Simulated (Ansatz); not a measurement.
Relaxation of AlFH2O2 (6 atoms, charge 0, multiplicity 1), to a largest force component of 0.02 eV/Å in at most 40 steps.

Level of theory: RKS B3LYP-D4/STO-3G (Ansatz).

```xyz
6
Properties=species:S:1:pos:R:3
Al 0.000 0.000 0.000
F 0.000 0.000 1.690
O 1.542 0.000 -0.890
H 1.841 -0.952 -1.045
O -1.542 0.000 -0.890
H -2.051 -0.847 -0.681
```

Task: Where does it end, and by what steps?

Result: The run converged. Limits of this set-up: minimal basis. After 8 steps the energy has fallen by 0.724 eV; H4 moved furthest, 0.69 Å.

| step | energy less start (eV) | largest force component (eV/Å) | accepted |
| --- | --- | --- | --- |
| 0 | 0.0000 | 1.976 | yes |
| 1 | -0.2038 | 1.555 | yes |
| 2 | -0.2750 | 1.431 | yes |
| 3 | -0.4224 | 0.894 | yes |
| 4 | -0.5753 | 0.531 | yes |
| 5 | -0.6709 | 0.416 | yes |
| 6 | -0.7194 | 0.192 | yes |
| 7 | -0.7235 | 0.112 | yes |
| 8 | -0.7242 | 0.007 | yes |

```xyz
6
Properties=species:S:1:pos:R:3
Al 0.056 -0.206 0.062
F -0.211 0.163 1.631
O 1.663 -0.265 -0.508
H 1.580 -0.510 -1.499
O -1.220 -0.536 -1.027
H -2.078 -0.446 -0.475
```

Whether the end is a true minimum wasn't checked by a vibrational analysis.

The run took 19 s on 1 thread of Arm Neoverse N1, on a shared host, peak memory 0.11 GiB.
